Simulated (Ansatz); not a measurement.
```yaml
crystal:
  periodic: [false, false, false]
  atoms:
    - {symbol: Pt, position_ang: [-0.000290, 0.000140, 0.000020]}
    - {symbol: I, position_ang: [1.447150, 1.853070, 0.719260]}
    - {symbol: I, position_ang: [-1.446850, -1.853210, -0.719280]}
basis:
  gaussian: {orbitals: def2-TZVP, initial_orbitals: start.molden}
hamiltonian: {xc: pbe}
correlation: {method: rpa}
scf: {omitted_lower_state_checks: [starts]}
```

The file start.molden holds the orbitals of an earlier run on this structure, at another level or in another basis.

```sh
$ ansatz run in.yaml --threads 4 --pin off --events-out ev --progress --plain --max-ram 3916MiB
```

Shortened log:

```
Functional definition: PBE
1336 factors; integrals over basis functions are off by at most 4.5e-4 eV
mean field evaluation 1: about -19451.5495 eV, gradient 7.3e0 eV
mean field evaluation 2: about -19451.6545 eV, gradient 1.4e-1 eV
mean field evaluation 4: about -19451.6589 eV, gradient 6.0e-4 eV
mean field evaluation 8: about -19451.6589 eV, gradient 2.4e-6 eV
mean field -19451.65893007 eV, -714.8352808720 hartree, gradient 2.4e-6 eV, S^2 0.000000; 0 other end points of the search recorded, 0 dependent functions left out; unrestricted orbitals would lower it
mean field evaluation 16: about -19365.9506 eV, gradient 1.9e1 eV
mean field evaluation 32: about -19368.8900 eV, gradient 3.9e-4 eV
8 core orbitals not correlated: weight in the atoms' cores, before any rotation towards them, 1.000 or more for the frozen orbitals, at most 0.000 for the correlated occupied ones
reference -19366.12996171 eV, -711.6921492584 hartree; 26, 26 occupied and 106, 106 virtual orbitals, 1336 factors
Error: the energy between an occupied orbital and the lowest state that it is excited into in its spin channel is -0.5366 eV and must be positive: a state without a gap has no random-phase energy
```

Problem. Can the result of this run be used?

Solution. No. The run stopped with an error. The reference has no gap: an occupied orbital lies above an empty one, and the correlation energy can't be formed.
